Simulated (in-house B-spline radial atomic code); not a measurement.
Values are calculated unless marked as measured or tabulated.
Correlation energy from the adiabatic connection: −Z/r, Z = 5.82, wall at 2.52 bohr

Two electrons in a singlet, external potential −Z/r, Z = 5.82, wall at 2.52 bohr (atomic units). Full CI in B-splines (partial waves to l = 8, correlation up to 0.6 % small) with the density held fixed gives W(λ) = <V_ee>_λ − U, and E_c is the integral of W(λ) − W(0) from 0 to 1.

```json
{"λ": "0", "W(λ) − W(0) (hartree)": "0.00000"}
{"λ": "0.02", "W(λ) − W(0) (hartree)": "-0.00187"}
{"λ": "0.05", "W(λ) − W(0) (hartree)": "-0.00467"}
{"λ": "0.12", "W(λ) − W(0) (hartree)": "-0.01114"}
{"λ": "0.25", "W(λ) − W(0) (hartree)": "-0.02301"}
{"λ": "0.4", "W(λ) − W(0) (hartree)": "-0.03646"}
{"λ": "0.6", "W(λ) − W(0) (hartree)": "-0.05398"}
{"λ": "0.8", "W(λ) − W(0) (hartree)": "-0.07106"}
{"λ": "1", "W(λ) − W(0) (hartree)": "-0.08770"}
```

(1) Integrate the table by the trapezoid rule.

(2) Now use only three numbers: W(0) = -3.4146, the initial slope W'(0) = -0.09359 (extrapolated from the first points) and the strong-coupling limit of the point-charge-plus-continuum model, W∞ = -4.8501. What do second-order theory and the interpolation W(λ) = W∞ + (W(0) − W∞)/√(1 + 2χλ) of Seidl, Perdew and Levy give?

Answers

(1) The strips give -0.00002, -0.00010, -0.00055, -0.00222, -0.00446, -0.00904, -0.01250, -0.01588, which sum to -0.04477 hartree. The direct value, W(1) − W(0) + T_c with T_c = 0.04290, is -0.04481; the curve is convex, so chords lie above it and the trapezoids fall short in size by 0.07 %.

(2) Second order keeps the slope alone: E_c = W'(0)/2 = -0.04680, +4 % in size against -0.04481. Matching the slope fixes χ = W'(0)/(W∞ − W(0)) = -0.09359/(-1.43550) = 0.06520. Integrating, with s = √(1 + 2χ) = 1.063200, E_c = −(W(0) − W∞)(s − 1)/(s + 1) = −1.43550 × 0.063200/2.063200 = -0.04397 hartree, -1.9 % in size against the full result. At λ = 1 the formula gives W − W(0) = -0.08533 against -0.08770. Part of the miss can come from the model's W∞.
